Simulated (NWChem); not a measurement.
SiH3SF; SMILES F[SiH2]S

```xyz
6

Si    -0.6439     0.5765    -0.0969
F      0.7289     1.3390     0.3165
S     -0.3241    -1.4960    -0.4493
H     -1.5978     0.7892     1.0225
H     -1.1231     1.1342    -1.3861
H     -0.1824    -1.8119     0.8571
```
Atoms are numbered in this order, from 1.

Computed with NWChem. Structure relaxed at the PBE0/def2-SVP level. B3LYP is NWChem's, with the RPA form of VWN correlation. Core excitations by TDA in a window of 1s orbitals, non-relativistic and unshifted: absolute energies depend strongly on the exact-exchange share.

For level F K edge, B3LYP/def2-TZVP:

```yaml
first 1s excitation (eV): 669.9
dipole_oscillator_strength_of_the_first: 0.0076
first state with f > 0.002 (eV): 669.9
dipole_oscillator_strength_of_that_state: 0.0076
```

Q: Estimate the same quantities for level Si K edge, PBE0/def2-TZVP.

A: The first 1s excitation (eV) is 1801.9. The dipole oscillator strength of the first is 0.0035 and the first state with f > 0.002 (eV) is 1801.9. The dipole oscillator strength of that state is 0.0035.
